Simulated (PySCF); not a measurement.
# Which functional comes closest?

Molecule: SMILES O=C1CCC(=O)O1, C₄H₄O₃.

Structure with atom numbers: `[O:1]=[C:2]1[CH2:3][CH2:4][C:5](=[O:6])[O:7]1`. Each H is labelled by its parent atom.

Geometry PBE0-D3(BJ)/def2-SVP throughout; GIAO in PySCF, gas phase, one conformer, non-relativistic; equivalent atoms averaged; basis pcSseg-1.

Reference values (measured; CH3CN; Olsson, Cremer, J. Phys. Chem. 1996, 100, 16881): δ(O1/O6) = 412.1 ppm vs H2O (gas), δ(O7) = 337.1 ppm vs H2O (gas). Computed shifts are taken against H2O, calculated as an isolated molecule at each level.

How do the functionals OPBE, KT2, B97-D, PBE0, mPW1PW91, WP04, B97-2, CAM-B3LYP, wB97X-D perform against the reference? Times are CPU seconds on shared hosts with different chips, so compare them loosely; the GGAs took longer than the global hybrids here, which isn't the general rule, and the cause wasn't traced.

## Answers


| functional | kind | O1/O6 | O7 | mean abs. error O | core-s |
| --- | --- | --- | --- | --- | --- |
| OPBE | GGA | 442.1 | 356.2 | 24.5 | 16 |
| KT2 | GGA | 432.0 | 355.1 | 18.9 | 19 |
| B97-D | GGA | 444.4 | 359.4 | 27.3 | 18 |
| PBE0 | global hybrid | 467.9 | 358.8 | 38.7 | 11 |
| mPW1PW91 | global hybrid | 467.7 | 358.2 | 38.3 | 10 |
| WP04 | global hybrid | 452.3 | 351.6 | 27.3 | 11 |
| B97-2 | global hybrid | 454.0 | 351.4 | 28.1 | 11 |
| CAM-B3LYP | range-separated hybrid | 477.1 | 358.5 | 43.2 | 14 |
| wB97X-D | range-separated hybrid | 464.7 | 350.3 | 32.9 | 13 |

For $^{17}$O the closest is KT2 (18.9 ppm) and the furthest CAM-B3LYP (43.2 ppm). One molecule is a small sample, and vibrational and solvent effects are absent from the calculation.
